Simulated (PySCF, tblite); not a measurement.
Problem. Give a GFN2-xTB geometry of `C=C/C=C\C1=CC(F)=CS1`.

Solution. 
```
atom  x, y, z in Å
C1     3.305    0.456   -1.260
C2     2.056    0.318   -0.814
C3     1.693   -0.647    0.186
C4     0.475   -0.881    0.713
C5    -0.789   -0.264    0.447
C6    -1.962   -0.615    1.073
C7    -3.058    0.144    0.631
F8    -4.300   -0.033    1.109
C9    -2.755    1.069   -0.319
S10   -1.083    1.021   -0.694
H11    4.110   -0.156   -0.888
H12    3.561    1.184   -2.010
H13    1.277    0.950   -1.213
H14    2.512   -1.254    0.553
H15    0.400   -1.657    1.465
H16   -2.040   -1.384    1.820
H17   -3.409    1.761   -0.810
```

Orientation and origin are arbitrary. Atoms count from 1 in this order. The 10 heavy atoms lie in one plane (0.000 Å rms). The C–C distances run from 1.333 Å (C1=C2, drawn double) to 1.437 Å (C2–C3, drawn single), a spread of 0.104 Å. The 5-membered ring C5–C6–C7–C9–S10 has internal angles of 92.4° to 114.5°; it is planar, 0.00 Å rms from its mean plane, widest ring torsion 0°. S10 (thiophene-type sulfur) is bent (angle 92.4°).

Bonds between heavy atoms (Å): C1=C2 1.333, C2–C3 1.437, C3=C4 1.347, C4–C5 1.432, C5–C6 1.375, C6–C7 1.405, C7–F8 1.343, C7–C9 1.360, C9–S10 1.714, C5–S10 1.744.

Computed geometry: GFN2-xTB, gas phase.

Point group: Cs (tolerance 0.08 Å). Its GFN2-xTB frequencies are all real (lowest 31 cm⁻¹). One conformer, not necessarily the lowest (C1–C2–C3–C4 180°, C3–C4–C5–C6 180°). 3 starts were optimised and ended at 0.00, 1.06 and 1.66 kcal/mol (GFN2-xTB); the lowest of these is shown.
